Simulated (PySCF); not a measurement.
Sn(H)(OMe) (CH4OSn), SMILES C[O][SnH] (connectivity only; charge and spin as stated), neutral, multiplicity 1. Atoms are numbered in the order given.

```xyz
7

Sn    -0.0015     0.6546     0.0000
H     -1.7694     0.2473     0.0000
O      0.5678    -1.2693     0.0000
C     -0.2281    -2.4226     0.0000
H     -0.0074    -3.0426     0.8900
H     -0.0074    -3.0426    -0.8900
H     -1.3141    -2.2015     0.0000
```
Charge 0, spin multiplicity 1.

Geometry optimised at B3LYP-D3(BJ)/def2-SVP. The def2 effective core potentials stand for the cores of Sn; spin–orbit coupling is left out.

Method: TDDFT-B3LYP/def2-SVPD (PySCF).

Vertical excitations. The molecule is in vacuum. State labels are in the subgroup Cs.

Computed UV-visible absorptions:
```csv
state,symmetry,energy (eV),λ (nm),f,main pairs
S1,A",3.09,401,0.016,HOMO→LUMO 99 %
S2,A",3.78,328,0.004,HOMO−2→LUMO 99 %
S3,A',4.31,288,0.060,HOMO−1→LUMO 96 %
S4,A',5.31,233,0.049,HOMO→LUMO+1 93 %
S5,A",5.93,209,0.004,HOMO−1→LUMO+1 99 %
S6,A',6.17,201,0.083,"HOMO−2→LUMO+1 80 %, HOMO→LUMO+2 13 %"
S7,A',6.22,199,0.249,"HOMO→LUMO+2 79 %, HOMO−2→LUMO+1 13 %"
S8,A",6.97,178,0.005,HOMO−1→LUMO+2 92 %
S9,A",7.10,175,0.017,HOMO−3→LUMO 80 %
S10,A',7.15,173,0.114,"HOMO→LUMO+3 58 %, HOMO−2→LUMO+2 28 %"
T1,A",2.27,547,0,HOMO→LUMO 99 %
T2,A',3.30,376,0,HOMO−1→LUMO 99 %
T3,A",3.56,349,0,HOMO−2→LUMO 99 %
T4,A',4.47,277,0,HOMO→LUMO+1 96 %
```
Triplets are in the Tamm–Dancoff approximation, which puts them higher than full response would, so one can lie above its singlet here.
